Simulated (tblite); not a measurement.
Compound: C7H10Si.
SMILES with atom numbers: `[CH2:1]=[C:2]([CH3:3])[C:4]1=[CH:5][CH:6]=[CH:7][SiH2:8]1` (hydrogens: H9, H10 on C1; H11, H12, H13 on C3; H14 on C5; H15 on C6; H16 on C7; H17, H18 on Si8)

Computed with GFN2-xTB (tblite), gas phase: Langevin dynamics at 200 K from the optimised GFN2-xTB geometry, time step 0.5 fs, friction 0.01 fs⁻¹, 2000 steps.

Start geometry:
```
atom  x, y, z in Å
C1     -1.929    0.209    1.029
C2     -1.337   -0.050   -0.139
C3     -2.150   -0.417   -1.349
C4      0.103    0.013   -0.272
C5      0.789   -0.234   -1.410
C6      2.231   -0.117   -1.341
C7      2.750    0.229   -0.154
Si8     1.355    0.448    1.090
H9     -1.357    0.472    1.903
H10    -2.998    0.167    1.148
H11    -3.210   -0.426   -1.109
H12    -1.867   -1.404   -1.711
H13    -1.981    0.301   -2.150
H14     0.331   -0.508   -2.350
H15     2.822   -0.306   -2.227
H16     3.809    0.343    0.001
H17     1.400   -0.532    2.177
H18     1.230    1.819    1.588
```

The statistics below take the 31 frames saved every 25 fs from 250 to 1000 fs; their kinetic temperature (all 3N coordinates) averages 199 K.

Problem. Give the mean, spread and extremes of the bond lengths.

Solution. 
| bond | start (Å) | mean (Å) | standard deviation (Å) | shortest (Å) | longest (Å) |
| --- | --- | --- | --- | --- | --- |
| C1=C2 | 1.335 | 1.336 | 0.010 | 1.317 | 1.360 |
| C2–C3 | 1.503 | 1.511 | 0.021 | 1.466 | 1.543 |
| C2–C4 | 1.447 | 1.437 | 0.023 | 1.396 | 1.476 |
| C4=C5 | 1.352 | 1.355 | 0.021 | 1.324 | 1.396 |
| C5–C6 | 1.448 | 1.449 | 0.017 | 1.403 | 1.482 |
| C6=C7 | 1.341 | 1.346 | 0.016 | 1.307 | 1.377 |
| C7–Si8 | 1.882 | 1.884 | 0.026 | 1.838 | 1.934 |
| C4–Si8 | 1.901 | 1.913 | 0.023 | 1.869 | 1.965 |
| C1–H9 | 1.077 | 1.081 | 0.021 | 1.048 | 1.120 |
| C1–H10 | 1.077 | 1.080 | 0.019 | 1.047 | 1.128 |
| C3–H11 | 1.087 | 1.092 | 0.022 | 1.056 | 1.140 |
| C3–H12 | 1.089 | 1.096 | 0.030 | 1.034 | 1.151 |
| C3–H13 | 1.089 | 1.091 | 0.027 | 1.038 | 1.133 |
| C5–H14 | 1.081 | 1.083 | 0.020 | 1.044 | 1.121 |
| C6–H15 | 1.082 | 1.086 | 0.018 | 1.053 | 1.121 |
| C7–H16 | 1.077 | 1.081 | 0.021 | 1.047 | 1.114 |
| Si8–H17 | 1.464 | 1.466 | 0.026 | 1.419 | 1.512 |
| Si8–H18 | 1.464 | 1.469 | 0.025 | 1.426 | 1.527 |

Problem. How far does each atom move about its mean position (frames aligned on the start, all atoms weighted alike), and what rms force does it feel?

Solution. 
| atom | rms displacement (Å) | rms force (eV/Å) |
| --- | --- | --- |
| C1 | 0.21 | 1.40 |
| C2 | 0.08 | 1.15 |
| C3 | 0.15 | 1.81 |
| C4 | 0.11 | 1.55 |
| C5 | 0.15 | 1.45 |
| C6 | 0.10 | 1.29 |
| C7 | 0.11 | 1.34 |
| Si8 | 0.11 | 1.10 |
| H9 | 0.33 | 0.70 |
| H10 | 0.25 | 0.67 |
| H11 | 0.90 | 0.80 |
| H12 | 0.81 | 1.00 |
| H13 | 0.89 | 0.88 |
| H14 | 0.28 | 0.74 |
| H15 | 0.16 | 0.64 |
| H16 | 0.19 | 0.76 |
| H17 | 0.24 | 0.50 |
| H18 | 0.27 | 0.50 |

The displacements run from 0.08 to 0.90 Å.

Problem. Follow the torsion C1–C2–C4–C5 through every second one of these frames.

Solution. 
```tsv
t (fs)	C1–C2–C4–C5 (°)
250	174
300	174
350	171
400	-165
450	-157
500	-163
550	-153
600	-153
650	179
700	-172
750	-179
800	175
850	166
900	179
950	-169
1000	-163
```

Largest departure from the start value over all these frames: C1–C2–C4–C5 34° (start 180°).

Problem. How widely does the potential energy scatter, against a harmonic estimate?

Solution. Mean 0.39 eV above the start, standard deviation 0.068 eV, range 0.27 to 0.53 eV. For 48 classical harmonic modes at 200 K the canonical values are 48kT/2 = 0.41 eV and kT·√(48/2) = 0.084 eV.

The run is classical and short, so these are rough statistics of one trajectory.

The cost below is that of the whole dynamics run. On an Intel Xeon at 2.50 GHz with one thread, shared host, this took 52 s wall and 0.18 GiB of memory at its peak.
